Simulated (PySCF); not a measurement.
Does the answer move with the share of exact exchange?

Potassium chloride, KCl.
SMILES: `[Cl][K]`

PySCF, def2-SVPD basis, density fitting, gas phase, PBE0-D3(BJ)/def2-SVP geometry; singlet excitations by full TDDFT with frozen cores, triplets by Tamm–Dancoff TDDFT and ionisation energies by ΔSCF, from the lowest of the holes tried. One functional is left out:

| functional | exact exchange (%) | HOMO energy (eV) | LUMO energy (eV) | lowest singlet excitation (eV) | lowest triplet excitation (eV) | dipole moment (D) | mean polarisability (au) | vertical ionisation energy (eV) |
| --- | --- | --- | --- | --- | --- | --- | --- | --- |
| LDA | 0 | -4.98 | -1.76 | 3.22 | 3.19 | 10.070 | 39.3 | 9.17 |
| PBE | 0 | -4.84 | -1.84 | 3.01 | 2.96 | 10.110 | 39.6 | 8.90 |
| B3LYP | 20 | -5.86 | -1.62 | 3.52 | 3.49 | 10.297 | 36.2 | 8.88 |
| BHandHLYP | 50 | -7.26 | -1.11 | 4.40 | 4.36 | 10.486 | 32.3 | 8.65 |

Question: Predict the row of PBE0 (25 % exact exchange) by straight lines through the other rows, and check it.

Answer: 
| property | line | computed | computed − line | B3LYP (20 %), for comparison |
| --- | --- | --- | --- | --- |
| HOMO energy (eV) | -6.09 | -6.10 | -0.01 | -5.86 |
| LUMO energy (eV) | -1.48 | -1.34 | +0.14 | -1.62 |
| lowest singlet excitation (eV) | 3.73 | 3.88 | +0.15 | 3.52 |
| lowest triplet excitation (eV) | 3.69 | 3.84 | +0.15 | 3.49 |
| dipole moment (D) | 10.301 | 10.345 | +0.044 | 10.297 |
| mean polarisability (au) | 35.8 | 34.4 | -1.4 | 36.2 |
| vertical ionisation energy (eV) | 8.84 | 8.83 | -0.01 | 8.88 |
